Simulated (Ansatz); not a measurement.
A single point on `BC(C)=S`.

```yaml
crystal:
  periodic: [false, false, false]
  atoms:
    - {symbol: B, position_ang: [-0.398553, 1.195225, -0.855704]}
    - {symbol: C, position_ang: [0.069428, -0.140494, -0.274129]}
    - {symbol: C, position_ang: [0.295536, -0.883468, 0.967348]}
    - {symbol: S, position_ang: [0.285028, -0.569033, -1.832783]}
    - {symbol: H, position_ang: [-1.571193, 1.381172, -1.012457]}
    - {symbol: H, position_ang: [0.383675, 2.098206, -0.939119]}
    - {symbol: H, position_ang: [-0.642106, -0.915670, 1.533278]}
    - {symbol: H, position_ang: [0.996424, -0.318074, 1.591604]}
    - {symbol: H, position_ang: [0.670261, -1.894266, 0.804859]}
basis:
  gaussian: {orbitals: def2-QZVPP}
correlation: {method: mp2}
```

```sh
$ ansatz run in.yaml --threads 2 --pin off --events-out ev --progress --plain --max-ram 4352MiB
```

Output, abridged:

```
Functional definition: HF
2316 factors; integrals over basis functions are off by at most 8.2e-4 eV
mean field evaluation 1: about -13627.0492 eV, gradient 2.8e1 eV
mean field evaluation 2: about -13627.1961 eV, gradient 2.8e1 eV
mean field evaluation 4: about -13629.6443 eV, gradient 5.1e0 eV
mean field evaluation 8: about -13629.7396 eV, gradient 3.8e-1 eV
mean field evaluation 16: about -13629.7410 eV, gradient 1.5e-6 eV
mean field -13629.74098818 eV, -500.8837427452 hartree, gradient 1.5e-6 eV, S^2 0.000000; 0 other end points of the search recorded, 0 dependent functions left out
8 core orbitals not correlated: weight in the atoms' cores, before any rotation towards them, 1.000 or more for the frozen orbitals, at most 0.000 for the correlated occupied ones
reference -13629.74098818 eV, -500.8837427452 hartree; 11, 11 occupied and 372, 372 virtual orbitals, 2316 factors
second order -17.84914936 eV of doubles, -0.00000000 eV of singles
Total energy: -13647.59013754 eV, -501.5396868857 hartree
```

Hardware: 2 threads of an Arm Neoverse V1 on a shared host. Wall time 22 s, peak host memory 1.8 GiB.
